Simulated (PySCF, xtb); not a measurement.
CH7AlOSi, SMILES [CH3][Al]([OH])[SiH3]. The values are those of a single conformer.

Harmonic wavenumbers (cm⁻¹) from GFN2-xTB in xtb 6.7.1 at its own minimum, in rising order: 29, 83, 92, 145, 162, 347, 359, 383, 460, 514, 525, 546, 626, 797, 826, 833, 874, 1301, 1458, 1461, 2104, 2110, 2126, 2908, 2919, 2949, 3752.

**Question.** What does PBE-D3(BJ)/def2-SVP (PySCF 2.14.0) give at its own minimum? (Estimate from the structure and the level; the computed values follow.)

**Answer.** 17, 41, 110, 163, 184, 348, 380, 420, 424, 574, 619, 624, 677, 821, 838, 902, 902, 1158, 1373, 1373, 2123, 2134, 2138, 2964, 3054, 3077, 3807. Paired by order, the mean absolute difference is 51 cm⁻¹ and the zero-point energies are 43.9 and 44.7 kcal/mol.
